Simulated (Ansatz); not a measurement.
Geometry optimisation, Ansatz, RKS revPBE-D4/def2-SVP.

The input (input.yaml):

```yaml
crystal:
  periodic: [false, false, false]
  atoms:
    - { symbol: B, position_ang: [-0.73158, 0.92795, -0.58729] }
    - { symbol: C, position_ang: [-0.35892, -0.45716, 0.04732] }
    - { symbol: B, position_ang: [1.1232, -0.40949, 0.55818] }
    - { symbol: F, position_ang: [-0.61736, -1.54202, -0.80032] }
    - { symbol: H, position_ang: [-0.96048, 0.99953, -1.72777] }
    - { symbol: H, position_ang: [-0.76078, 1.8664, 0.10345] }
    - { symbol: H, position_ang: [-1.01176, -0.61692, 0.91713] }
    - { symbol: H, position_ang: [1.38711, 0.31629, 1.43122] }
    - { symbol: H, position_ang: [1.93057, -1.08458, 0.05809] }
basis:
  gaussian: { orbitals: def2-SVP }
hamiltonian:
  xc: revpbe
  dispersion: d4
relax:
  f_tol: 0.015
  max_steps: 40
```

Launched with:

```bash
$ ansatz run input.yaml --threads 1 --pin off --max-ram 2048MiB --backend cpu --events-out ev --progress --plain --runs-dir out
```

Where does it end, and by what steps?

The run converged. After 5 steps the energy has fallen by 0.173 eV; H5 moved furthest, 0.12 Å.

```tsv
step	energy less start (eV)	largest force component (eV/Å)	accepted
0	0.0000	1.313	yes
1	-0.1502	0.440	yes
2	-0.1696	0.218	yes
3	-0.1484	0.488	no
4	-0.1729	0.037	yes
5	-0.1730	0.011	yes
```

```xyz
9
Properties=species:S:1:pos:R:3
B -0.740 0.912 -0.581
C -0.339 -0.489 -0.021
B 1.108 -0.420 0.560
F -0.604 -1.575 -0.861
H -1.075 1.029 -1.742
H -0.705 1.875 0.158
H -0.968 -0.556 0.917
H 1.355 0.389 1.431
H 1.968 -1.165 0.137
```

Whether the end is a true minimum wasn't checked by a vibrational analysis.

Run time: 56 s on 1 thread of Intel(R) Xeon(R) Processor @ 2.50GHz (Skylake/Cascade Lake) (shared host), peak memory 0.13 GiB.
